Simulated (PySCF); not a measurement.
Radial density of O⁺ (oxygen, charge +1)

UHF, [He] 2s2 2p3, high-spin 4S determinant. All numbers are calculated (PySCF 2.14, the spin-free X2C one-electron Hamiltonian (Gaussian nucleus), in x2c-SVPall (3s2p1d, 14 functions)).

```json
{"r (bohr)": "0.00337", "4πr²ρ (e/bohr)": "0.04123", "4πr²(ρα − ρβ)": "0.0002"}
{"r (bohr)": "0.00567", "4πr²ρ (e/bohr)": "0.1149", "4πr²(ρα − ρβ)": "0.0005"}
{"r (bohr)": "0.00953", "4πr²ρ (e/bohr)": "0.3125", "4πr²(ρα − ρβ)": "0.0013"}
{"r (bohr)": "0.0160", "4πr²ρ (e/bohr)": "0.8024", "4πr²(ρα − ρβ)": "0.0034"}
{"r (bohr)": "0.0270", "4πr²ρ (e/bohr)": "1.875", "4πr²(ρα − ρβ)": "0.0078"}
{"r (bohr)": "0.0454", "4πr²ρ (e/bohr)": "3.959", "4πr²(ρα − ρβ)": "0.0166"}
{"r (bohr)": "0.0763", "4πr²ρ (e/bohr)": "6.829", "4πr²(ρα − ρβ)": "0.0341"}
{"r (bohr)": "0.128", "4πr²ρ (e/bohr)": "8.608", "4πr²(ρα − ρβ)": "0.0972"}
{"r (bohr)": "0.216", "4πr²ρ (e/bohr)": "6.510", "4πr²(ρα − ρβ)": "0.3877"}
{"r (bohr)": "0.363", "4πr²ρ (e/bohr)": "3.257", "4πr²(ρα − ρβ)": "1.2047"}
{"r (bohr)": "0.611", "4πr²ρ (e/bohr)": "3.861", "4πr²(ρα − ρβ)": "2.4710"}
{"r (bohr)": "1.03", "4πr²ρ (e/bohr)": "4.021", "4πr²(ρα − ρβ)": "2.2704"}
{"r (bohr)": "1.73", "4πr²ρ (e/bohr)": "1.255", "4πr²(ρα − ρβ)": "0.6757"}
{"r (bohr)": "2.91", "4πr²ρ (e/bohr)": "0.1078", "4πr²(ρα − ρβ)": "0.0703"}
{"r (bohr)": "4.89", "4πr²ρ (e/bohr)": "0.0001467", "4πr²(ρα − ρβ)": "0.0001"}
```

Densities and radii are taken from the X2C orbitals without a picture-change correction, which distorts them close to the nucleus.
